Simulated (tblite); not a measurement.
Species: C7H14P2.
Structure used (GFN2-xTB), in Å, numbered top down from 1:
```xyz
23
C7H14P2 angstrom
C      2.2046    0.6559   -1.0033
P      1.7016   -0.9807   -0.2925
C      3.3202   -1.4470    0.4835
P      0.7391   -0.1944    1.5125
C     -0.8333    0.2203    0.7127
C     -1.3093    1.4494    0.5352
C     -2.6403    1.4463   -0.1515
C     -2.7835   -0.0023   -0.6506
C     -1.7779   -0.8217    0.1731
H      1.3109    1.1913   -1.3208
H      2.8375    0.4863   -1.8727
H      2.7434    1.2538   -0.2693
H      3.7125   -0.6410    1.1015
H      3.1811   -2.3370    1.0948
H      4.0300   -1.6781   -0.3094
H      0.3425   -1.4774    1.9144
H     -0.8370    2.3617    0.8583
H     -2.6874    2.1720   -0.9647
H     -3.4259    1.7050    0.5649
H     -2.5161   -0.0524   -1.7066
H     -3.8008   -0.3738   -0.5405
H     -2.2636   -1.3419    1.0038
H     -1.2531   -1.5672   -0.4277
```

Calculated harmonic vibrations of the isolated species, GFN2-xTB (tblite), most abundant isotopes, no scaling. This tight-binding method is rough: wavenumbers can miss measured ones by several per cent, in bad cases by 10 to 20. Modes of hydrogen on phosphorus can be 10 to 20 % off. One conformer, not necessarily the lowest.

Harmonic wavenumbers (cm⁻¹): 30.5, 41.4, 66.5, 114.2, 140.6, 168.9, 176.6, 197.9, 229.9, 243.9, 282.4, 412.8, 443.0, 492.6, 638.0, 697.5, 730.2, 749.8, 778.4, 814.4, 823.7, 842.2, 843.5, 861.2, 901.7, 904.4, 939.1, 971.4, 1007.3, 1038.1, 1082.7, 1104.5, 1111.9, 1188.5, 1191.2, 1221.7, 1282.5, 1291.8, 1316.2, 1316.6, 1318.5, 1437.6, 1447.2, 1450.2, 1458.1, 1463.3, 1472.3, 1494.2, 1666.2, 2222.6, 2935.3, 2938.4, 2970.1, 2980.4, 2987.3, 2992.5, 2993.2, 3001.7, 3007.3, 3009.2, 3012.3, 3012.3, 3109.3.

A = 2381, B = 642.4, C = 626.6 MHz; mass 160.057 u (most abundant isotopes); point group C1, symmetry number 1.

Q: Zero-point energy?

A: ½Σν̃ = 41535 cm⁻¹ = 118.75 kcal/mol.

Q: What is S at 350 K and 1 bar for an ideal gas of classical rigid rotors and harmonic oscillators?

A: Translation 41.94, rotation 30.67, vibration 45.79: S = 118.4 cal/(mol K).

Q: And Cp and H(350 K) − H(0)?

A: Cp = 51.39 cal/(mol K), of which vibrations give 43.44 (their classical limit is 63 R = 125.2); H(350 K) − H(0) = 10.70 kcal/mol without the zero-point energy, 7.91 from vibrations.

Q: Which modes carry the vibrational entropy at 350 K?

A: 30.5 cm⁻¹: 6.11; 41.4 cm⁻¹: 5.51; 66.5 cm⁻¹: 4.57; 114.2 cm⁻¹: 3.51; 140.6 cm⁻¹: 3.10; 168.9 cm⁻¹: 2.75 cal/(mol K); the other 57 give 20.23 together.

Q: How do the functions run with temperature in this model?

A: 
```tsv
T (K)	S (cal/(mol K))	Cp (cal/(mol K))	H − H(0) (kcal/mol)	G − H(0) (kcal/mol)	ln q(vib)
100	76.2	22.9	1.55	-6.07	3.00
200	95.3	33.3	4.36	-14.69	6.65
300	111.0	45.3	8.28	-25.01	10.03
500	139.6	67.6	19.67	-50.12	16.47
800	176.6	89.5	43.53	-97.72	25.62
1000	197.6	99.1	62.44	-135.18	31.28
```

q(vib) and H(0) count from the zero-point level.

Hindered rotation and anharmonicity are outside this model. Other conformers, if any are populated, would add a mixing term that is left out. The structure is chiral; the term R ln 2 for an equal mix with its mirror image is left out.

Hardware: an Arm Neoverse V1 with one thread, no GPU, shared host with 32 logical CPUs at a one-minute load of 39. Cost: 1.3 s of wall time. The figure is for the frequency step alone.
